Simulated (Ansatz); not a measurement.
CoO (SMILES [O]=[Co]), quartet (typed; the unrestricted solution is spin-contaminated), at a GFN2-xTB geometry (such geometries of metal compounds can be far from the true shape). Base run: B3LYP/6-31G** in Ansatz (an electronic-structure program).

Here is a job for Ansatz.
Ansatz 0.2 input:
```yaml
crystal:
  periodic: [false, false, false]
  atoms:
    - {symbol: Co, position_ang: [-0.00000000, -0.00000000, -0.35224532]}
    - {symbol: O, position_ang: [0.00000000, 0.00000000, 1.18882794]}
basis:
  gaussian:
    orbitals: 6-31G__.json
hamiltonian:
  xc: b3lyp
magnetization: {spin_polarized: true, initial_magnetization: 3}
```
The basis file holds 6-31G** in the JSON format of the Basis Set Exchange.

Variants of this job, named by their change:

```csv
change,E (Eh),<S^2>
base,-1457.75719,3.879
functional = wB97X-V,-1457.52490,3.903
functional = cam_b3lyp,-1457.76853,3.915
functional = hse06,-1457.39484,3.911
functional = BHLYP,-1457.61532,4.061
functional = pbe0,-1457.40272,3.911
functional = SVWN5,-1454.64740,3.819
functional = lc_wpbe,-1457.45683,3.871
functional = pbe,-1457.42260,3.796
functional = blyp,-1457.80975,3.801
functional = wB97X,-1457.70837,3.872
functional = wB97M-V,-1457.61148,3.868
functional = B97M-V,-1457.39969,3.806
```

Absolute energies of different levels of theory aren't comparable as measures of quality.
